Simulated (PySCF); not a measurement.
Isomers of C6H12OP2, mass 162.036 u with the commonest isotopes. Theory: PBE0/pcSseg-1 in PySCF (dipole) on a GFN2-xTB geometry, gas phase. One conformer each, none proved a minimum here; rigid rotors.

Question: Order these by dipole moment, smallest first.
A. `[CH:1]#[C:2][CH2:3][P@:4]([CH3:5])(=[O:6])[P:7]([CH3:8])[CH3:9]` with C2–C3–P4–C5 -71°, C3–P4–P7–C8 69°
B. `[CH3:1][O:2][CH2:3][PH:4][C:5]#[C:6][P:7]([CH3:8])[CH3:9]` with C1–O2–C3–P4 175°, O2–C3–P4–C5 164°
C. `[CH:1]#[C:2][P@H:3](=[O:4])[CH2:5][CH2:6][P:7]([CH3:8])[CH3:9]` with C2–P3–C5–C6 -37°, P3–C5–C6–P7 -42°, C5–C6–P7–C8 -178°
D. `[CH3:1][CH2:2][P:3]([CH3:4])[C:5]#[C:6][P@H:7]([CH3:8])=[O:9]` with C1–C2–P3–C4 -172°
E. `[CH2:1]=[CH:2][CH2:3]/[P:4]=[P:5]/[CH2:6][CH2:7][O:8][CH3:9]` with C1–C2–C3–P4 -23°, C2–C3–P4–P5 118°, P4–P5–C6–C7 -90°, P5–C6–C7–O8 -35°, C6–C7–O8–C9 -75°
F. `[CH3:1]/[CH:2]=[CH:3]/[P@@:4]([CH3:5])(=[O:6])/[CH:7]=[CH:8]/[PH2:9]` with C2–C3–P4–C5 -127°, C3–P4–C7–C8 -128°, C7–C8–P9–H -125° and -31°

Answer: B (1.04 D), E (1.51 D), A (2.23 D), D (3.32 D), F (3.82 D), C (5.39 D).

Question: Order these by rotational constant C, smallest first.
A. `[CH3:1]/[CH:2]=[CH:3]/[P@@:4]([CH3:5])(=[O:6])/[CH:7]=[CH:8]/[PH2:9]` with C2–C3–P4–C5 -127°, C3–P4–C7–C8 -128°, C7–C8–P9–H -125° and -31°
B. `[CH:1]#[C:2][CH2:3][P@:4]([CH3:5])(=[O:6])[P:7]([CH3:8])[CH3:9]` with C2–C3–P4–C5 -71°, C3–P4–P7–C8 69°
C. `[CH:1]#[C:2][P@H:3](=[O:4])[CH2:5][CH2:6][P:7]([CH3:8])[CH3:9]` with C2–P3–C5–C6 -37°, P3–C5–C6–P7 -42°, C5–C6–P7–C8 -178°
D. `[CH3:1][CH2:2][P:3]([CH3:4])[C:5]#[C:6][P@H:7]([CH3:8])=[O:9]` with C1–C2–P3–C4 -172°
E. `[CH2:1]=[CH:2][CH2:3]/[P:4]=[P:5]/[CH2:6][CH2:7][O:8][CH3:9]` with C1–C2–C3–P4 -23°, C2–C3–P4–P5 118°, P4–P5–C6–C7 -90°, P5–C6–C7–O8 -35°, C6–C7–O8–C9 -75°
F. `[CH3:1][O:2][CH2:3][PH:4][C:5]#[C:6][P:7]([CH3:8])[CH3:9]` with C1–O2–C3–P4 175°, O2–C3–P4–C5 164°

Answer: F (341.9 MHz), D (452.2 MHz), A (463.8 MHz), E (484.2 MHz), C (647.1 MHz), B (830.2 MHz).

Question: Order these by rotational constant B, largest first.
A. `[CH:1]#[C:2][P@H:3](=[O:4])[CH2:5][CH2:6][P:7]([CH3:8])[CH3:9]` with C2–P3–C5–C6 -37°, P3–C5–C6–P7 -42°, C5–C6–P7–C8 -178°
B. `[CH:1]#[C:2][CH2:3][P@:4]([CH3:5])(=[O:6])[P:7]([CH3:8])[CH3:9]` with C2–C3–P4–C5 -71°, C3–P4–P7–C8 69°
C. `[CH3:1]/[CH:2]=[CH:3]/[P@@:4]([CH3:5])(=[O:6])/[CH:7]=[CH:8]/[PH2:9]` with C2–C3–P4–C5 -127°, C3–P4–C7–C8 -128°, C7–C8–P9–H -125° and -31°
D. `[CH3:1][CH2:2][P:3]([CH3:4])[C:5]#[C:6][P@H:7]([CH3:8])=[O:9]` with C1–C2–P3–C4 -172°
E. `[CH3:1][O:2][CH2:3][PH:4][C:5]#[C:6][P:7]([CH3:8])[CH3:9]` with C1–O2–C3–P4 175°, O2–C3–P4–C5 164°
F. `[CH2:1]=[CH:2][CH2:3]/[P:4]=[P:5]/[CH2:6][CH2:7][O:8][CH3:9]` with C1–C2–C3–P4 -23°, C2–C3–P4–P5 118°, P4–P5–C6–C7 -90°, P5–C6–C7–O8 -35°, C6–C7–O8–C9 -75°

Answer: B (1041 MHz), A (786.9 MHz), C (530.6 MHz), D (516.1 MHz), F (498.4 MHz), E (347.5 MHz).

```tsv
SMILES	point group	Ia (u·Å²)	Ib (u·Å²)	Ic (u·Å²)	κ	μa (D)	μb (D)	μc (D)
CCP(C)C#C[P@H](C)=O	C1	268.71	979.26	1117.57	-0.91	2.20	1.62	1.88
C#C[P@H](=O)CCP(C)C	C1	276.00	642.27	780.95	-0.76	5.13	1.19	1.15
C=CC/P=P/CCOC	C1	157.19	1013.92	1043.66	-0.99	1.26	0.39	0.72
COCPC#CP(C)C	C1	164.35	1454.13	1478.36	-1.00	0.36	0.93	0.30
C#CC[P@](C)(=O)P(C)C	C1	352.06	485.70	608.74	-0.31	1.10	1.25	1.48
C/C=C/[P@@](C)(=O)/C=C/P	C1	284.13	952.54	1089.58	-0.90	1.12	1.53	3.32
```
